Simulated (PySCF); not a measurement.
**ZrF₂ + ZrCl₂ → 2 ZrFCl**

Level: PBE0 in the def2-TZVP basis family, computed in PySCF with density fitting; scalar-relativistic core potentials for atoms from Rb on, none lighter, no spin–orbit coupling; open shells unrestricted.

```
species                                       state and structure      E (Eh)  ZPE (kJ/mol)  H(298 K) − H(0) (kJ/mol)  S° (J/(mol K))
   ZrF₂            triplet, C2v, Zr–F 1.915 Å (×2); F–Zr–F 141.0°  -246.71412           8.4                      12.5           288.0
  ZrCl₂         triplet, C2v, Zr–Cl 2.347 Å (×2); Cl–Zr–Cl 143.2°  -967.25563           4.9                      13.8           314.0
  ZrFCl  triplet, Cs, Zr–Cl 2.359 Å, Zr–F 1.909 Å; Cl–Zr–F 142.7°  -606.98412           6.7                      13.1           306.0
```

Task: What is the electronic reaction energy?

Result: At PBE0/def2-TZVP, ΔE = 4.0 kJ/mol from the differences of the total energies times 2625.5, uphill. Ligand scrambling is nearly thermoneutral, as expected when bond energies add up.

Task: Add zero-point, thermal and entropy terms for 298.15 K and 1 bar.

Result: ΔZPE = 0.1 and Δ[H(298) − H(0)] = -0.1 kJ/mol give ΔH° = 4.0 kJ/mol. ΔS° = 10.0 J/(mol K), so ΔG° = 4.0 − 298.15 × (0.0100) = 1 kJ/mol and log₁₀K = -0.2.

Open d or f shells are single determinants, so the state found may not be the ground state. Each species is the lowest minimum found with this bonding; other isomers or fragments can lie lower.
